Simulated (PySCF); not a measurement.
Molfile (atoms numbered from 1):
```
C4H3F4O2
     RDKit          3D

 13 12  0  0  0  0  0  0  0  0999 V2000
    0.8965    1.7197   -0.8661 O   0  0  0  0  0  0  0  0  0  0  0  0
    1.6325    0.7947   -0.5150 C   0  0  0  0  0  0  0  0  0  0  0  0
    2.8348    0.6279   -0.6546 O   0  0  0  0  0  0  0  0  0  0  0  0
    0.8974   -0.4048    0.3239 C   0  0  0  0  0  0  0  0  0  0  0  0
   -0.4496   -0.7760   -0.2190 C   0  0  0  0  0  0  0  0  0  0  0  0
   -0.9878   -1.8796    0.4336 F   0  0  0  0  0  0  0  0  0  0  0  0
   -0.3856   -1.1878   -1.5189 F   0  0  0  0  0  0  0  0  0  0  0  0
   -1.4395    0.3915   -0.1385 C   0  0  0  0  0  0  0  0  0  0  0  0
   -1.7385    0.6677    1.1573 F   0  0  0  0  0  0  0  0  0  0  0  0
   -2.6278    0.1020   -0.7318 F   0  0  0  0  0  0  0  0  0  0  0  0
    0.7801   -0.0555    1.3504 H   0  0  0  0  0  0  0  0  0  0  0  0
    1.5535   -1.2747    0.3048 H   0  0  0  0  0  0  0  0  0  0  0  0
   -0.9703    1.2754   -0.6082 H   0  0  0  0  0  0  0  0  0  0  0  0
  1  2  2  0
  2  3  1  0
  2  4  1  0
  4  5  1  0
  5  6  1  0
  5  7  1  0
  5  8  1  0
  8  9  1  0
  8 10  1  0
  4 11  1  0
  4 12  1  0
  8 13  1  0
M  CHG  1   3  -1
M  END
```

Geometry: GFN2-xTB; GIAO shifts from PySCF 2.14.0 with density-fitted response routines, gas phase, non-relativistic, averaged over equivalent atoms.

At PBE0/pcSseg-1 (185 basis functions, 21 s wall time on 1 thread of an Intel Xeon Platinum 8488C, shared host):
| atoms | δ (ppm) |
| --- | --- |
| O1/O3 | 340.0 |
| C2 | 160.5 |
| C5 | 128.8 |
| C8 | 120.2 |
| C4 | 48.8 |
| F6/F7 | -137.1 |
| F9/F10 | -176.3 |
| H13 | 9.77 |
| H11/H12 | 2.37 |

δ = σ(ref) − σ, references computed at the same level: ¹⁷O (σref 336.08) against H2O; TMS for ¹³C (σref 186.93), ¹H (σref 31.72); CFCl3 for ¹⁹F (σref 170.95).

Problem. What do these become at PBE0/def2-SVPD?

Solution. 
```json
{"atoms": "O1/O3", "δ at PBE0/def2-SVPD": "305.4", "change": "-34.6"}
{"atoms": "C2", "δ at PBE0/def2-SVPD": "152.7", "change": "-7.8"}
{"atoms": "C5", "δ at PBE0/def2-SVPD": "122.7", "change": "-6.1"}
{"atoms": "C8", "δ at PBE0/def2-SVPD": "113.2", "change": "-7.0"}
{"atoms": "C4", "δ at PBE0/def2-SVPD": "44.1", "change": "-4.7"}
{"atoms": "F6/F7", "δ at PBE0/def2-SVPD": "-121.5", "change": "+15.6"}
{"atoms": "F9/F10", "δ at PBE0/def2-SVPD": "-156.2", "change": "+20.1"}
{"atoms": "H13", "δ at PBE0/def2-SVPD": "9.94", "change": "+0.17"}
{"atoms": "H11/H12", "δ at PBE0/def2-SVPD": "2.57", "change": "+0.20"}
```

References, each an isolated molecule treated in the same way: ¹⁷O (338.31 ppm) vs H2O; TMS for ¹³C (194.14 ppm), ¹H (31.88 ppm); ¹⁹F (198.58 ppm) vs CFCl3.

The largest change is at O1/O3 (carboxylate oxygen). Cost: 242 basis functions, 29 s wall time on 1 thread of an Intel Xeon Platinum 8488C, shared host. The order of the carbon signals is the same at both levels.

Unscaled 19F shifts against computed CFCl3 carry errors that often reach 10 to 50 ppm. Unscaled 17O shifts of doubly bonded oxygen tend to come out too high, by tens of ppm or more. Experimental scales use liquid or dissolved standards, which lie at an offset from isolated H2O (liquid H2O: subtract about 36 ppm).
